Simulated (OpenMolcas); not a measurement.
**Levels of neutral boron by method**

* Program: OpenMolcas 26.06
* Basis: ANO-RCC-VQZP [5s4p3d2f1g]
* Scalar Hamiltonian: DKH2, point nucleus
* Active space: 3 electrons in 9 orbitals (RAS2 2s 2p; RAS3 3d, at most 2 electrons)
* State averaging: 2S+1 = 4 odd, 1 root (0 in the spin-orbit step); 2S+1 = 2 odd, 3 roots; 2S+1 = 4 even, 3 roots; 2S+1 = 2 even, 5 roots
* Spin-orbit coupling: RASSI with atomic mean-field integrals over the reference wave functions, term energies averaged over their components

Methods on the same reference wave functions:
A. RASSCF
B. SS-RASPT2, IPEA 0.25 Eh, imaginary shift 0.1 Eh (closed shells correlated: 1s)

Energies in cm-1 above 2s2 2p 2P* 1/2, the measured ground level; measured values from NIST Handbook of Basic Atomic Spectroscopic Data.

| Level | A | B | Measured |
| --- | --- | --- | --- |
| 2s2 2p 2P* 1/2 | 0.0 | 0.0 | 0.0 |
| 2s2 2p 2P* 3/2 | 14.5 | 14.5 | 15.3 |
| 2s 2p2 4P 1/2 | 27371 | 28416 | 28870 |
| 2s 2p2 4P 3/2 | 27376 | 28421 | 28875 |
| 2s 2p2 4P 5/2 | 27384 | 28430 | 28881 |
| 2s 2p2 2D 3/2 | 50838 | 48691 | 47857 |
| 2s 2p2 2D 5/2 | 50838 | 48691 | 47857 |

Deviations, from unrounded energies. A percentage is the sum of absolute deviations over the sum of measured energies, with the sign that they share, or ± where signs differ.

```tsv
Against measurement	Levels	A	B
mean absolute deviation (cm-1)	6	1700	500
fine structure of the ground term (%)	1	-4.9	-4.9
other configurations (%)	5	±5.7	±1.7
```

B lies closest to measurement on these levels. The largest miss of B in the table is 2s 2p2 2D 5/2, by +830 cm-1. The ranking rests on the paired levels alone, and a cruder setting can come out closer through cancelling errors.

The lowest spin-free term lies below A's lowest term by 0.051 hartree in B.

Active for correlation alone: 3d; no level in the range computed is led by a configuration that fills it, so any true level of that kind is missing. Without dynamic correlation excited terms often stand tens of per cent too high (terms of higher spin than the ground term too low), and those without a measured partner can miss by more than the paired ones (holds for A). Computed and measured levels are paired by configuration, term and J; levels that our copy of the source lacks, or whose pairing is in doubt (as where it misses far off the trend of its configuration), stay unpaired and out of the deviations. Levels of configurations outside the active space are missing.

* marks odd parity.
